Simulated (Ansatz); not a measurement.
`F[SiH2][SiH2]Cl` and `O[SiH2][SiH2]Cl` differ in one atom or group.

Ansatz, PBE0-D4/def2-TZVP geometries, multiplicity 1. Each molecule was computed in one conformer, which needn't be the lowest.

| property | `F[SiH2][SiH2]Cl` |
| --- | --- |
| HOMO–LUMO gap (PBE0/def2-TZVPP) / eV | 7.09 |
| HOMO–LUMO gap (ωB97M-V/def2-TZVPP) / eV | 10.94 |
| LUMO energy (ωB97M-V/def2-TZVPP) / eV | 0.59 |
| LUMO energy (PBE/def2-TZVPP) / eV | -2.07 |
| size of the dipole moment (PBE/def2-TZVPP) / D | 0.12 |
| HOMO energy (PBE/def2-TZVPP) / eV | -7.07 |

(1) Give the same properties after the change, and the shifts. (An estimate is asked.)

## Answers

(1) Computed: 
| property | `O[SiH2][SiH2]Cl` | shift |
| --- | --- | --- |
| HOMO–LUMO gap (PBE0/def2-TZVPP) / eV | 6.95 | -0.14 |
| HOMO–LUMO gap (ωB97M-V/def2-TZVPP) / eV | 10.79 | -0.15 |
| LUMO energy (ωB97M-V/def2-TZVPP) / eV | 0.79 | 0.20 |
| LUMO energy (PBE/def2-TZVPP) / eV | -1.84 | 0.23 |
| size of the dipole moment (PBE/def2-TZVPP) / D | 0.59 | 0.47 |
| HOMO energy (PBE/def2-TZVPP) / eV | -6.71 | 0.36 |

With PBE0 the HOMO rises by 0.35 eV and the LUMO rises by 0.21 eV, so the gap narrows by about 0.14 eV. PBE moves the HOMO by 0.36 eV and ωB97M-V by 0.34 eV. Dipoles are sizes alone; their direction can turn.
